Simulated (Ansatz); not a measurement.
Frontier orbitals of C2H5FSSi (`F[Si]1(S)CC1`).

Charge 0, multiplicity 1. The structure was optimised at the PBE0-D4/def2-TZVP level. It is one conformer, not always the lowest. Basis def2-TZVPP, Ansatz.

| functional | HOMO (eV) | LUMO (eV) | gap (eV) |
| --- | --- | --- | --- |
| LDA (SPW92) | -6.12 | -0.94 | 5.18 |
| PBE | -5.98 | -0.73 | 5.25 |
| revPBE | -5.93 | -0.66 | 5.27 |
| B97M-V | -6.24 | -0.53 | 5.71 |
| PBE0 | -7.20 | 0.19 | 7.39 |
| r2SCANh | -6.66 | -0.09 | 6.57 |
| CAM-B3LYP | -8.55 | 1.13 | 9.68 |
| ωB97M-V | -9.38 | 1.91 | 11.29 |

A quarter of exact exchange (PBE0) shifts PBE's HOMO by −1.21 eV and its LUMO by +0.92 eV; full exchange at long range (ωB97M-V) shifts them by −3.39 and +2.64 eV. The gap opens from 5.25 to 11.29 eV, since occupied levels lose self-interaction and empty ones feel all the electrons. A positive LUMO is unbound and depends on the basis.
